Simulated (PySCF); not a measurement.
**Ionisation energy of Mn by level of theory**

Mn [Ar] 3d5 4s2 (6S) → Mn⁺ [Ar] 3d5 4s1 (7S), as a difference of total energies. All numbers are calculated (PySCF 2.14, no relativity, point nucleus, in cc-pVDZ (6s5p3d1f, 43 functions)). Correlated levels: valence: [Ar] frozen. The calculations carry no spin-orbit coupling.

```tsv
method	ionisation energy (eV)	difference from reference (eV)
UHF	5.982	-1.452
LDA	7.486	+0.052
BP86	7.377	-0.057
MP2 (valence)	6.845	-0.589
SCS-MP2 (valence)	7.027	-0.407
```

Reference: 7.434 eV (measured; NIST Atomic Spectra Database, ionization energies).

These non-relativistic numbers lack the scalar-relativistic shift.

Errors of the correlated levels include the incompleteness of this basis and the frozen core.

MP2 underrates the near-degeneracy of ns² with np² in the lower species.
